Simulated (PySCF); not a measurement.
Br$_{3}$Sn (SMILES [Br][Sn+]([Br])[Br]), charge +1, singlet, geometry from GFN2-xTB (such geometries of metal compounds can be far from the true shape) (all electrons, no relativity); SCAN/STO-3G (PySCF).

PySCF was given this input:
```python
from pyscf import gto, scf, dft

mol = gto.M(
    atom='''
Sn   -0.00000000    0.00000000    0.00000000
Br   -1.99407378   -1.54743063   -0.18843106
Br   -0.04903946    2.26951936   -1.11948875
Br    2.04311323   -0.72208873    1.30791981
''',
    basis='sto-3g',
    charge=1,
    verbose=5,
)

mf = dft.RKS(mol)
mf.xc = 'scan'
mf.grids.level = 7
mf.kernel()
```

Problem. Write the output that PySCF gives for this input, abridged.

Solution. 
```
PySCF version 2.14.0

[INPUT] verbose = 5
[INPUT] max_memory = 4000
[INPUT] num. atoms = 4
[INPUT] num. electrons = 154
[INPUT] charge = 1
[INPUT] spin (= nelec alpha-beta = 2S) = 0
[INPUT] symmetry False subgroup None
[INPUT] Mole.unit = angstrom
[INPUT] Symbol           X                Y                Z      unit          X                Y                Z       unit  Magmom
[...]
[INPUT] ---------------- BASIS SET ----------------
[INPUT] l, kappa, [nprim/nctr], expnt,             c_1 c_2 ...
[INPUT] Br
[...]
                                479.0573224       0.5353281423
                                129.651607        0.4446345422
[...]
                                51.08493222       0.3995128261
                                16.61440546       0.7001154689
[...]
                                5.948649577       0.2175436044
                                2.29517394        0.9166769611
[...]
                                0.5152256318      0.0196064117
                                0.2275290713      1.131034442
[...]
                                51.08493222       0.6076837186
                                16.61440546       0.3919573931
[...]
                                5.948649577       0.5777664691
                                2.29517394        0.4846460366
[...]
                                0.5152256318      0.5715227604
                                0.2275290713      0.5498949471
[...]
                                5.948649577       0.6555473627
                                2.29517394        0.286573259
[INPUT] Sn
[...]
                                978.2371611       0.5353281423
                                264.7491522       0.4446345422
[...]
                                109.6946243       0.3995128261
                                35.67609636       0.7001154689
[...]
                                18.043066         0.2175436044
                                6.96157579        0.9166769611
[...]
                                2.174045204       0.0576109534
                                0.9570200509      1.115578745
[...]
                                0.3357601616      -0.1972567438
                                0.1483111678      1.375495512
[...]
                                109.6946243       0.6076837186
                                35.67609636       0.3919573931
[...]
                                18.043066         0.5777664691
                                6.96157579        0.4846460366
[...]
                                2.174045204       0.5852047641
                                0.9570200509      0.543944204
[...]
                                0.3357601616      0.629032369
                                0.1483111678      0.6662832743
[...]
                                18.043066         0.6555473627
                                6.96157579        0.286573259
[...]
                                2.174045204       0.6686785577
                                0.9570200509      0.3052468245

nuclear repulsion = 1541.22544626036
number of shells = 35
number of NR pGTOs = 243
number of NR cGTOs = 81
basis = sto-3g
ecp = {}

******** <class 'pyscf.dft.rks.RKS'> ********
method = RKS
initial guess = minao
damping factor = 0
level_shift factor = 0
DIIS = <class 'pyscf.scf.diis.CDIIS'>
diis_start_cycle = 1
diis_space = 8
diis_damp = 0
SCF conv_tol = 1e-09
SCF conv_tol_grad = None
SCF max_cycles = 50
direct_scf = True
direct_scf_tol = 1e-13
XC library pyscf.dft.libxc version 7.1.2
    S. Lehtola, C. Steigemann, M. J. T. Oliveira, and M. A. L. Marques,  SoftwareX 7, 1–5 (2018)
XC functionals = scan
    J. Sun, A. Ruzsinszky, and J. P. Perdew,  Phys. Rev. Lett. 115, 036402 (2015)
    J. Sun, A. Ruzsinszky, and J. P. Perdew,  Phys. Rev. Lett. 115, 036402 (2015)
radial grids:
    Treutler-Ahlrichs [JCP 102, 346 (1995); DOI:10.1063/1.469408] (M4) radial grids

becke partition: Becke, JCP 88, 2547 (1988); DOI:10.1063/1.454033
pruning grids: <function nwchem_prune>
grids dens level: 7
symmetrized grids: False
atomic radii adjust function: <function treutler_atomic_radii_adjust>
small_rho_cutoff = 0
Set gradient conv threshold to 3.16228e-05
Initial guess from minao.
atom Sn rad-grids = 155, ang-grids = [  50   50   50   50   50   50   50   50   50   50   50   50   50   50
   50   50   50   50   50   50   50   50   50   50   50   50   50   50
   50   50   50   50   50   50   50   50   50   50   50   50   50   50
   50   50   50   50   50   50   50   86   86   86   86   86   86   86
   86   86   86   86   86   86   86   86   86   86   86   86   86   86
   86   86   86   86   86  974  974  974  974  974  974  974  974  974
  974  974  974  974  974  974  974  974  974 1202 1202 1202 1202 1202
 1202 1202 1202 1202 1202 1202 1202 1202 1202 1202 1202 1202 1202 1202
 1202 1202 1202 1202 1202 1202 1202 1202 1202 1202 1202 1202 1202 1202
 1202 1202 1202 1202  974  974  974  974  974  974  974  974  974  974
  974  974  974  974  974  974  974  974  974  974  974  974  974  974
  974]
atom Br rad-grids = 150, ang-grids = [  50   50   50   50   50   50   50   50   50   50   50   50   50   50
   50   50   50   50   50   50   50   50   50   50   50   50   50   50
   50   50   50   50   50   50   50   50   50   50   50   50   50   50
   50   50   50   50   50   50   86   86   86   86   86   86   86   86
   86   86   86   86   86   86   86   86   86   86   86   86   86   86
   86   86   86   86  974  974  974  974  974  974  974  974  974  974
  974  974  974  974  974  974  974  974 1202 1202 1202 1202 1202 1202
 1202 1202 1202 1202 1202 1202 1202 1202 1202 1202 1202 1202 1202 1202
 1202 1202 1202 1202 1202 1202 1202 1202 1202 1202 1202 1202 1202 1202
 1202  974  974  974  974  974  974  974  974  974  974  974  974  974
  974  974  974  974  974  974  974  974  974  974]
tot_boxes 2925, boxes in each direction [13 13 11]
Padding 6 grids
tot grids = 350968
nelec by numeric integration = 152.17677848976464
[...]
 -2.77834645e+01 -2.50742566e+01 -2.50719656e+01 -2.50719654e+01
 -1.71346067e+01 -1.71339407e+01 -1.71339404e+01 -1.71321786e+01
 -1.71321782e+01 -8.13550199e+00 -8.13547146e+00 -8.13546465e+00
 -6.07879138e+00 -6.07875963e+00 -6.07875008e+00 -6.06120757e+00
 -6.06108095e+00 -6.06106122e+00 -6.05772066e+00 -6.05769604e+00
 -6.05764402e+00 -4.33051194e+00 -3.21227688e+00 -3.20936660e+00
 -3.20936580e+00 -1.75444725e+00 -1.75442473e+00 -1.75433872e+00
 -1.75091439e+00 -1.75077610e+00 -1.75075429e+00 -1.74864183e+00
 -1.74861790e+00 -1.74854978e+00 -1.73741054e+00 -1.73737893e+00
 -1.73737890e+00 -1.73730365e+00 -1.73727196e+00 -1.73726947e+00
 -8.48383970e-01 -8.41086493e-01 -8.41075629e-01 -7.96894980e-01
 -7.96894725e-01 -7.88591073e-01 -7.77255710e-01 -7.77250659e-01
 -5.59320261e-01 -4.81054872e-01 -4.81046463e-01 -4.24363891e-01
 -3.86850719e-01 -3.86828301e-01 -3.85393132e-01 -3.85382852e-01
 -3.80854710e-01 -2.65882587e-01 -2.62377086e-01 -1.02716373e-01
 -1.02706335e-01]
nelec by numeric integration = 154.0000001870331
E1 = -21974.15189097744  E2 = 6828.332017803251  Ecoul = 7266.672036864359  Exc = -438.3400190611086
cycle= 7 E= -13604.5944269138  delta_E= -3.25e-08  |g|= 8.06e-05  |ddm|= 0.00089
[...]
  mo_energy =
[-1.01881401e+03 -4.76877022e+02 -4.76877021e+02 -4.76877015e+02
 -1.49216399e+02 -1.41849244e+02 -1.41848665e+02 -1.41848665e+02
 -6.04448386e+01 -6.04448306e+01 -6.04448253e+01 -5.55934023e+01
 -5.55934014e+01 -5.55933953e+01 -5.55890914e+01 -5.55890902e+01
 -5.55890838e+01 -5.55882135e+01 -5.55882125e+01 -5.55882064e+01
 -2.77834545e+01 -2.50742462e+01 -2.50719559e+01 -2.50719556e+01
 -1.71345965e+01 -1.71339306e+01 -1.71339303e+01 -1.71321690e+01
 -1.71321686e+01 -8.13549165e+00 -8.13548127e+00 -8.13547690e+00
 -6.07878292e+00 -6.07876639e+00 -6.07876268e+00 -6.06121065e+00
 -6.06107912e+00 -6.06107458e+00 -6.05771219e+00 -6.05770836e+00
 -6.05765045e+00 -4.33050001e+00 -3.21226234e+00 -3.20935583e+00
 -3.20935502e+00 -1.75444057e+00 -1.75443708e+00 -1.75434452e+00
 -1.75091669e+00 -1.75077305e+00 -1.75076798e+00 -1.74863381e+00
 -1.74863016e+00 -1.74855569e+00 -1.73739605e+00 -1.73739474e+00
 -1.73739031e+00 -1.73728902e+00 -1.73728777e+00 -1.73728076e+00
 -8.48380058e-01 -8.41079892e-01 -8.41074293e-01 -7.96882051e-01
 -7.96881748e-01 -7.88579680e-01 -7.77247820e-01 -7.77245497e-01
 -5.59319516e-01 -4.81055765e-01 -4.81046361e-01 -4.24364064e-01
 -3.86846920e-01 -3.86838003e-01 -3.85391338e-01 -3.85387655e-01
 -3.80856264e-01 -2.65879785e-01 -2.62376342e-01 -1.02709538e-01
 -1.02702308e-01]
nelec by numeric integration = 154.00000018703383
E1 = -21974.151307743447  E2 = 6828.331434564329  Ecoul = 7266.671479442579  Exc = -438.34004487824933
cycle= 8 E= -13604.5944269188  delta_E= -4.93e-09  |g|= 3.83e-07  |ddm|= 0.000252
[...]
  mo_energy =
[-1.01881401e+03 -4.76877022e+02 -4.76877021e+02 -4.76877015e+02
 -1.49216398e+02 -1.41849244e+02 -1.41848664e+02 -1.41848664e+02
 -6.04448386e+01 -6.04448306e+01 -6.04448254e+01 -5.55934023e+01
 -5.55934014e+01 -5.55933953e+01 -5.55890915e+01 -5.55890903e+01
 -5.55890839e+01 -5.55882136e+01 -5.55882126e+01 -5.55882064e+01
 -2.77834541e+01 -2.50742457e+01 -2.50719555e+01 -2.50719552e+01
 -1.71345961e+01 -1.71339302e+01 -1.71339299e+01 -1.71321686e+01
 -1.71321682e+01 -8.13549165e+00 -8.13548128e+00 -8.13547690e+00
 -6.07878289e+00 -6.07876636e+00 -6.07876266e+00 -6.06121068e+00
 -6.06107914e+00 -6.06107461e+00 -6.05771220e+00 -6.05770837e+00
 -6.05765046e+00 -4.33049973e+00 -3.21226194e+00 -3.20935563e+00
 -3.20935482e+00 -1.75444055e+00 -1.75443707e+00 -1.75434450e+00
 -1.75091669e+00 -1.75077305e+00 -1.75076798e+00 -1.74863380e+00
 -1.74863015e+00 -1.74855568e+00 -1.73739607e+00 -1.73739477e+00
 -1.73739034e+00 -1.73728903e+00 -1.73728779e+00 -1.73728078e+00
 -8.48380037e-01 -8.41079869e-01 -8.41074271e-01 -7.96881755e-01
 -7.96881453e-01 -7.88579400e-01 -7.77247715e-01 -7.77245393e-01
 -5.59319512e-01 -4.81055720e-01 -4.81046323e-01 -4.24364115e-01
 -3.86846974e-01 -3.86838060e-01 -3.85391368e-01 -3.85387685e-01
 -3.80856297e-01 -2.65879872e-01 -2.62376402e-01 -1.02709528e-01
 -1.02702297e-01]
nelec by numeric integration = 154.0000001870338
E1 = -21974.15130950903  E2 = 6828.331436330023  Ecoul = 7266.671481189647  Exc = -438.3400448596237
cycle= 9 E= -13604.5944269186  delta_E= 1.09e-10  |g|= 1.03e-07  |ddm|= 1.96e-06
[...]
  mo_energy =
[-1.01881401e+03 -4.76877022e+02 -4.76877021e+02 -4.76877015e+02
 -1.49216398e+02 -1.41849244e+02 -1.41848664e+02 -1.41848664e+02
 -6.04448386e+01 -6.04448306e+01 -6.04448253e+01 -5.55934023e+01
 -5.55934014e+01 -5.55933953e+01 -5.55890914e+01 -5.55890902e+01
 -5.55890838e+01 -5.55882135e+01 -5.55882125e+01 -5.55882064e+01
 -2.77834542e+01 -2.50742458e+01 -2.50719556e+01 -2.50719553e+01
 -1.71345961e+01 -1.71339303e+01 -1.71339299e+01 -1.71321686e+01
 -1.71321682e+01 -8.13549164e+00 -8.13548126e+00 -8.13547688e+00
 -6.07878288e+00 -6.07876635e+00 -6.07876264e+00 -6.06121066e+00
 -6.06107913e+00 -6.06107459e+00 -6.05771218e+00 -6.05770835e+00
 -6.05765044e+00 -4.33049977e+00 -3.21226198e+00 -3.20935567e+00
 -3.20935486e+00 -1.75444054e+00 -1.75443705e+00 -1.75434449e+00
 -1.75091667e+00 -1.75077303e+00 -1.75076796e+00 -1.74863378e+00
 -1.74863013e+00 -1.74855566e+00 -1.73739605e+00 -1.73739475e+00
 -1.73739031e+00 -1.73728902e+00 -1.73728778e+00 -1.73728076e+00
 -8.48380046e-01 -8.41079884e-01 -8.41074284e-01 -7.96881797e-01
 -7.96881494e-01 -7.88579434e-01 -7.77247742e-01 -7.77245418e-01
 -5.59319515e-01 -4.81055721e-01 -4.81046322e-01 -4.24364115e-01
 -3.86846968e-01 -3.86838051e-01 -3.85391364e-01 -3.85387679e-01
 -3.80856291e-01 -2.65879881e-01 -2.62376405e-01 -1.02709543e-01
 -1.02702311e-01]
nelec by numeric integration = 154.00000018703383
E1 = -21974.151310997873  E2 = 6828.331437818851  Ecoul = 7266.671482614188  Exc = -438.3400447953373
Extra cycle  E= -13604.5944269187  delta_E= -1.46e-11  |g|= 1.01e-07  |ddm|= 7.72e-07
converged SCF energy = -13604.5944269187
```
